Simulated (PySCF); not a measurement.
CH₅BOSe, SMILES OB(C)[SeH].

Coordinates come from a B3LYP-D3(BJ)/def2-SVP optimisation. The structure was generated by enumeration, and PubChem lists no compound with its InChIKey, so it may never have been made. One conformer was computed; it need not be the lowest.

These are M06-2X/def2-TZVP in PySCF values and carry that method's errors.

Symmetry labels are those of the subgroup Cs that the program uses (full group Cs).

**Question.** List the valence orbital energies around the gap with their symmetry. (The exact figures need the calculation; the answer reports its results.)

**Answer.** 
```json
[
 {"orbital": "HOMO−7", "symmetry": "A'", "energy (eV)": "-14.32"},
 {"orbital": "HOMO−6", "symmetry": "A'", "energy (eV)": "-13.56"},
 {"orbital": "HOMO−5", "symmetry": "A\"", "energy (eV)": "-13.29"},
 {"orbital": "HOMO−4", "symmetry": "A\"", "energy (eV)": "-12.04"},
 {"orbital": "HOMO−3", "symmetry": "A'", "energy (eV)": "-11.99"},
 {"orbital": "HOMO−2", "symmetry": "A'", "energy (eV)": "-10.99"},
 {"orbital": "HOMO−1", "symmetry": "A'", "energy (eV)": "-9.63"},
 {"orbital": "HOMO", "symmetry": "A\"", "energy (eV)": "-8.13"},
 {"orbital": "LUMO", "symmetry": "A'", "energy (eV)": "1.01"},
 {"orbital": "LUMO+1", "symmetry": "A\"", "energy (eV)": "1.06"},
 {"orbital": "LUMO+2", "symmetry": "A'", "energy (eV)": "1.42"},
 {"orbital": "LUMO+3", "symmetry": "A'", "energy (eV)": "2.43"}
]
```
